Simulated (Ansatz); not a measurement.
`CN/C=C/C(C)=O`. Charge 0, multiplicity 1.

```xyz
16

C     2.356    1.082    0.988
N     1.448   -0.033    1.026
C     0.317   -0.084    0.290
C    -0.443   -1.176    0.067
C    -1.684   -1.161   -0.685
C    -2.183    0.147   -1.264
O    -2.325   -2.183   -0.856
H     2.895    1.158    1.934
H     3.090    1.009    0.176
H     1.790    2.005    0.854
H     1.812   -0.910    1.359
H     0.018    0.878   -0.119
H    -0.151   -2.146    0.459
H    -2.381    0.878   -0.475
H    -1.452    0.585   -1.949
H    -3.106   -0.048   -1.806
```

**Question.** What are the harmonic wavenumbers in cm⁻¹ at PBE0-D4/def2-TZVP (Ansatz, finite differences of forces, unscaled)? (Estimate.)

**Answer.** Ansatz gave: 78, 100, 111, 137, 173, 231, 330, 410, 514, 547, 589, 600, 840, 844, 992, 999, 1039, 1044, 1141, 1163, 1259, 1319, 1335, 1346, 1381, 1458, 1464, 1474, 1481, 1494, 1529, 1716, 1750, 3019, 3054, 3100, 3123, 3140, 3170, 3177, 3183, 3637.

**Question.** Is this a minimum?

**Answer.** Yes, all 42 modes are real.

**Question.** Give the ideal-gas thermochemistry at 298.15 K and 1 bar (rigid rotor, harmonic oscillator; point group C1, symmetry number 1).

**Answer.** Zero-point energy 355.8 kJ/mol; H(298) − E = 381.0 kJ/mol; entropy 379.7 J/(mol·K), of which translation 166.2, rotation 117.1, vibration 96.5; G(298) − E = 267.8 kJ/mol. Modes under 100 cm⁻¹ are hindered rotations or soft bends, so the harmonic entropy is rough.

**Question.** Rotational constants (cm⁻¹)?

**Answer.** 0.2549, 0.03841, 0.03388.
